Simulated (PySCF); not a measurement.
Molecule: CH₅BNO₂, net charge -1, singlet state. It need not be the lowest isomer of its formula. Whether it binds its extra electron was not tested at this geometry. 
Structure (B3LYP-D3(BJ)/def2-TZVP (Ansatz) minimum search):
SMILES: OB(O)[N-]C
```xyz
10

C      1.9327     0.3757    -0.2680
N      0.6073     0.8296     0.0087
B     -0.4440    -0.0360     0.0681
O     -0.4292    -1.4572    -0.1199
O     -1.7803     0.4273     0.3479
H      2.6504     0.6238     0.5422
H      2.0355    -0.7176    -0.4276
H      2.3689     0.8479    -1.1734
H     -1.3302    -1.7746    -0.0136
H     -1.6750     1.3784     0.4548
```
Charge -1, spin multiplicity 1.

Dispersion corrections to the total energy (kcal/mol) from the dftd3 and dftd4 libraries through PySCF: D3(BJ) without and D4 with the three-body term, each with the damping fitted for the functional named.

```json
[
 {"functional": "BLYP", "D3(BJ)": "-7.54", "D4": "…"},
 {"functional": "r2SCAN", "D3(BJ)": "-1.00", "D4": "…"},
 {"functional": "CAM-B3LYP", "D3(BJ)": "-2.65", "D4": "-3.49"},
 {"functional": "BHLYP", "D3(BJ)": "-4.65", "D4": "…"},
 {"functional": "TPSS", "D3(BJ)": "-4.48", "D4": "-5.71"},
 {"functional": "BP86", "D3(BJ)": "-5.42", "D4": "-5.44"},
 {"functional": "PBE", "D3(BJ)": "-3.63", "D4": "-4.22"}
]
```

Some entries are withheld; supply them.


- BLYP, D4: -9.53
- r2SCAN, D4: -1.07
- BHLYP, D4: -4.58
